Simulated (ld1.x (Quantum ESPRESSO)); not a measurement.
Logarithmic derivatives: Os, TM

* Element: osmium (Os)
* Generator: ld1.x (Quantum ESPRESSO) 7.5
* Type: norm-conserving Troullier–Martins (Kleinman–Bylander form)
* Functional: PBEsol
* Relativity: scalar-relativistic
* Frozen core: [Xe] 4f14
* Valence charge: 8
* Reference configuration: 5d6 6s2 6p0
* Partial waves: 6s (bound): rc 2.35 bohr; 5d (bound): rc 2.35 bohr; 6p (bound, empty): rc 3.50 bohr
* Local potential: the p channel
* Core correction: Bessel-smoothed model core inside 2.30 bohr

The phase is arctan(r·u′/u) with u = r·R(r), unwrapped; energies in Ry, scanned from -2 to 5 Ry. A pole is an energy at which the radial function vanishes at the test radius. The pseudo phase is shifted by a multiple of π to meet the all-electron one at the reference energy, and phase errors are pseudo minus all-electron; the curves can meet again beyond the range given. Levels narrower than the energy grid can be missing from the lists of poles.

Problem. For each channel, where are the poles, and over which energies does the pseudopotential scatter like the atom?

Solution.

```csv
channel,radius (bohr),reference energy (Ry),"poles, all-electron","poles, pseudo",unbroken range about the reference energy with phases within 0.05 rad,phase error 1 Ry above the reference energy (rad)
s,3.81,-0.45,"-0.06, 3.60","-0.06, 2.29",below 0.8,-0.018
p,3.81,-0.09,"0.78, 4.74","0.76, 3.82",below 1.6,-0.011
d,3.81,-0.46,"-0.40, 2.29","-0.40, 2.78",below 0.4,+0.099
```

Phases in the p channel:

| E (Ry) | all-electron | pseudo |
| --- | --- | --- |
| -2.00 | 1.369 | 1.368 |
| -1.76 | 1.353 | 1.352 |
| -1.52 | 1.331 | 1.331 |
| -1.28 | 1.303 | 1.302 |
| -1.04 | 1.262 | 1.261 |
| -0.80 | 1.196 | 1.195 |
| -0.56 | 1.072 | 1.070 |
| -0.32 | 0.754 | 0.753 |
| -0.08 | -0.281 | -0.281 |
| 0.16 | -1.147 | -1.149 |
| 0.40 | -1.409 | -1.413 |
| 0.64 | -1.525 | -1.532 |
| 0.88 | -1.597 | -1.607 |
| 1.12 | -1.653 | -1.669 |
| 1.36 | -1.706 | -1.734 |
| 1.60 | -1.768 | -1.823 |
| 1.84 | -1.856 | -1.986 |
| 2.08 | -2.011 | -2.456 |
| 2.32 | -2.393 | -3.728 |
| 2.56 | -3.403 | -4.312 |
| 2.80 | -4.140 | -4.494 |
| 3.04 | -4.392 | -4.582 |
| 3.28 | -4.506 | -4.635 |
| 3.52 | -4.571 | -4.674 |
| 3.76 | -4.614 | -4.705 |
| 4.00 | -4.646 | -4.733 |
| 4.24 | -4.671 | -4.760 |
| 4.48 | -4.692 | -4.790 |
| 4.72 | -4.711 | -4.827 |
| 4.96 | -4.728 | -4.879 |
